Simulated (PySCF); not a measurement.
H3P.

```xyz
4

P      0.0000     0.0000    -0.1282
H      1.0323     0.5960     0.6412
H      0.0000    -1.1920     0.6412
H     -1.0323     0.5960     0.6412
```

The structure is a stationary point at B3LYP-D3(BJ)/def2-TZVP.

Level of theory: KT2/pcSseg-2 in PySCF. Non-relativistic, no solvent.

Computed absolute GIAO shielding of each atom: isotropic value and principal components (ppm):
```json
[
 {"atom": "P1", "σ(iso)": "593.0", "σ11": "549.9", "σ22": "614.5", "σ33": "614.5", "span": "64.5"},
 {"atom": "H2", "σ(iso)": "29.5", "σ11": "25.4", "σ22": "26.4", "σ33": "36.5", "span": "11.1"},
 {"atom": "H3", "σ(iso)": "29.5", "σ11": "25.4", "σ22": "26.4", "σ33": "36.5", "span": "11.1"},
 {"atom": "H4", "σ(iso)": "29.5", "σ11": "25.4", "σ22": "26.4", "σ33": "36.5", "span": "11.1"}
]
```
